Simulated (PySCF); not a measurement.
In(F)(Me)(vinyl) (C3H6FIn), SMILES C=[CH][In]([F])[CH3]. Geometry: PBE-D3(BJ)/def2-SVP. The structure was generated by enumeration; whether it is a known compound was not checked. The def2 effective core potentials stand for the cores of In; spin–orbit coupling is left out. Other conformers were not sampled.

Computed equilibrium geometry at PBE-D3(BJ)/def2-SVP (PySCF confirms it by a frequency run) as a Z-matrix (one conformer of several):
```
In
F 1 2.0011
C 1 2.1510 2 109.83
C 3 1.3476 1 123.13 2 -179.95
H 4 1.1046 3 122.79 1 -0.03
H 3 1.1050 4 119.30 5 179.99
H 4 1.1064 5 115.27 3 180.00
C 1 2.1625 2 111.15 3 -179.99
H 8 1.1057 1 111.42 2 179.57
H 8 1.1070 9 109.89 1 120.09
H 8 1.1070 9 109.87 10 119.87
```
Charge 0, spin multiplicity 1.
